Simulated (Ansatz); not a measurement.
Geometry optimisation, Ansatz, UKS revPBE-D4/def2-SVP.

input.yaml

```yaml
crystal:
  periodic: [false, false, false]
  atoms:
    - { symbol: Sn, position_ang: [0.000581, 0.0, -0.276536] }
    - { symbol: H, position_ang: [-0.00026, 0.0, 2.667506] }
    - { symbol: H, position_ang: [1.645679, 0.0, -0.859557] }
    - { symbol: H, position_ang: [-0.822046, 1.424765, -0.859298] }
    - { symbol: H, position_ang: [-0.822046, -1.424765, -0.859298] }
    - { symbol: H, position_ang: [-0.000108, 0.0, 3.388983] }
magnetization:
  spin_polarized: true
  initial_magnetization: 1
basis:
  gaussian: { orbitals: def2-SVP }
hamiltonian:
  xc: revpbe
  dispersion: d4
relax:
  f_tol: 0.03
  max_steps: 50
```

Run as:

```bash
$ ansatz run input.yaml --threads 1 --pin off --max-ram 2048MiB --backend cpu --events-out ev --progress --plain --runs-dir out
```

Q: Where does it end, and by what steps?

A: It converged. The force dipped under the threshold on the way, but the program's further checks kept it going. After 4 steps the energy has fallen by 0.066 eV; H6 moved furthest, 0.43 Å.

```csv
step,energy less start (eV),largest force component (eV/Å),accepted
0,0.0000,1.921,yes
1,-0.0597,0.124,yes
2,-0.0642,0.050,yes
3,-0.0654,0.014,yes
4,-0.0656,0.004,yes
```

```xyz
6
Properties=species:S:1:pos:R:3
Sn 0.001 0.000 -0.469
H 0.000 0.000 3.051
H 1.640 0.000 -1.066
H -0.819 1.420 -1.066
H -0.819 -1.420 -1.066
H 0.000 0.000 3.819
```

The run took 9.1 s on 1 thread of Arm Neoverse V1, on a shared host, peak memory 0.11 GiB.
